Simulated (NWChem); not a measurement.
Isomers of CH$_{3}$ClO$_{2}$Si, each optimised at B3LYP/6-31G* with NWChem, gas phase unless a solvent is named. Flexible species stand in one conformer each, which need not be the lowest. Pople sets run with spherical d functions.

A: O=CO[SiH2]Cl
B: O=C(O)[SiH2]Cl
C: O1[SiH](OC1)Cl
D: O=C[Si@@H](O)Cl

| quantity | A | B | C | D |
|---|---|---|---|---|
| dipole (D), B3LYP/6-31G* | 2.33 | 0.78 | 1.28 | 2.79 |
| orbital gap (eV), B3LYP/6-31G* | 7.49 | 6.76 | 7.94 | 5.01 |
| SMD solvation free energy in toluene, B3LYP/6-31G* (kcal/mol) | -3.3 | -4.2 | -3.7 | -4.8 |
